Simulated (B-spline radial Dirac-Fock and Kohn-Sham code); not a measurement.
**Binding energies of Tc⁴⁺ in different valence configurations**

Model: multi-electron Dirac-Fock with separately optimised hole states, Breit and Lamb-shift corrections added in first order. Program: a B-spline atomic structure program. No correlation.

Reference: the tabulated ground configuration [Kr] 4d3, with 2s 3113.0 eV, 3p1/2 513.0 eV, 3p3/2 493.0 eV, 3d3/2 320.0 eV, 3d5/2 316.3 eV, 4p1/2 101.9 eV, Kα1 18365.2 eV, Kβ1 20614.7 eV, Lα1 2426.2 eV.

Shifts from the reference in eV.

```
configuration  average energy      2s   3p1/2   3p3/2   3d3/2   3d5/2  4p1/2    Kα1    Kβ1    Lα1
 [Kr] 4d2 5p1          +19.61   +7.96   +7.64   +7.63   +7.54   +7.54  +5.49  -0.43  -0.12  +0.39
 [Kr] 4d2 5s1          +12.16   +6.89   +6.52   +6.51   +6.43   +6.43  +4.44  -0.44  -0.11  +0.41
 [Kr] 4d1 5s2          +27.21  +14.23  +13.34  +13.31  +13.15  +13.14  +8.94  -0.81  -0.08  +0.90
```

Values without a named source are computed, but for edge energies of neutral atoms, which are taken from tables.
